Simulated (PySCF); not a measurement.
Electron correlation in Sm (samarium, neutral)

[Xe] 4f7 6s1, 6s spin antiparallel (an excited configuration). Calculation: PySCF 2.14, in x2c-TZVPPall (11s7p7d4f2g, 113 functions); scalar relativity by spin-free X2C-1e. Frozen: [Kr] 4d10; 16 electrons correlated.

MP2 pair energies summed by pair of shells (mhartree):

```json
{"pair": "4f-5p", "energy": "-176.61", "share (%)": "31.7"}
{"pair": "4f-4f", "energy": "-164.85", "share (%)": "29.6"}
{"pair": "5p-5p", "energy": "-119.21", "share (%)": "21.4"}
{"pair": "4f-5s", "energy": "-37.32", "share (%)": "6.7"}
{"pair": "5s-5p", "energy": "-34.46", "share (%)": "6.2"}
{"pair": "5p-6s", "energy": "-11.34", "share (%)": "2.0"}
{"pair": "4f-6s", "energy": "-6.57", "share (%)": "1.2"}
{"pair": "5s-5s", "energy": "-6.12", "share (%)": "1.1"}
{"pair": "5s-6s", "energy": "-0.51", "share (%)": "0.1"}
```

Total MP2 correlation energy: -556.98 mhartree.

Same-spin part -292.85 and opposite-spin part -264.14 mhartree; SCS-MP2 scales them by 1/3 and 6/5 to -414.58 mhartree.
